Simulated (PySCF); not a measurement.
disilylmethane (CH₈Si₂), SMILES [SiH3]C[SiH3]. Geometry: PBE0-D3(BJ)/def2-SVP.

The numbers are results of PBE0-D3(BJ)/def2-SVP in PySCF, not measurements.

Harmonic wavenumbers (cm⁻¹): 95, 148, 168, 452, 553, 568, 569, 769, 770, 825, 910, 943, 946, 947, 951, 952, 1026, 1082, 1375, 2223, 2227, 2228, 2228, 2232, 2233, 3069, 3137. Rotational constants (GHz): 18.36, 2.871, 2.681; symmetry number 2.

Task: Work out the zero-point energy and the ideal-gas rigid-rotor harmonic-oscillator thermochemistry at 298.15 K and 1 atm.

Result: ZPE = ½ Σ hcν = ½ × 33627 cm⁻¹ = 48.07 kcal/mol. H − E(el) = 52.58 kcal/mol. Entropy in cal/(mol K): translation 38.91, rotation 23.86, vibration 12.59, total 75.35. G − E(el) = 30.11 kcal/mol. Cp = 23.86 cal/(mol K). Modes under 150 cm⁻¹ make the vibrational entropy uncertain.
